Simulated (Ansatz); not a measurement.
The cluster Co₃S₂⁺, relaxed as a singlet with RKS r2SCAN-D4/def2-SVP in Ansatz, starting from the GFN1-xTB geometry. Force threshold 0.02 eV/Å.

The restricted singlet is unstable towards broken spin symmetry at other levels; at r2SCAN-D4/def2-SVP this wasn't settled. The structure comes from a short search, and lower isomers may exist.

Start:

| atom | x (Å) | y (Å) | z (Å) |
| --- | --- | --- | --- |
| Co1 | -1.364 | 1.054 | 0.426 |
| Co2 | -0.313 | -1.624 | -0.650 |
| Co3 | 1.671 | 0.570 | 0.225 |
| S4 | 0.001 | 0.427 | -1.063 |
| S5 | 0.006 | -0.426 | 1.063 |

| step | energy (eV) | largest force component (eV/Å) | SCF passes |
| --- | --- | --- | --- |
| 1 | -134519.3686 | 3.460 | 126 |
| 2 | -134520.8475 | 1.825 | 48 |
| 3 | -134521.3071 | 0.652 | 121 |
| 4 | -134521.3555 | 0.279 | 53 |
| 5 | -134521.3903 | 0.569 | 67 |
| 6 | -134521.4312 | 0.479 | 52 |
| 7 | -134521.7283 | 0.706 | 93 |
| 8 | -134522.0282 | 1.775 | 66 |
| 9 | -134522.0532 | 2.158 | 46 |
| 10 | -134522.3037 | 0.713 | 44 |
| 11 | -134522.3265 | 0.074 | 29 |
| 12 | -134522.3273 | 0.009 | 30 |

Force components are those of the run's own axes.

End:

```
atom   x (Å)   y (Å)   z (Å)
 Co1  -0.991   0.767   0.308
 Co2  -0.221  -1.180  -0.476
 Co3   1.213   0.412   0.168
  S4   0.002   0.650  -1.612
  S5  -0.002  -0.650   1.612
```

Bonds lost: S4–S5 (atoms count from 1).

No frequencies were taken in this run, so the end may be a saddle point.

Run time 45 s (4 threads of Intel Xeon on a shared host).
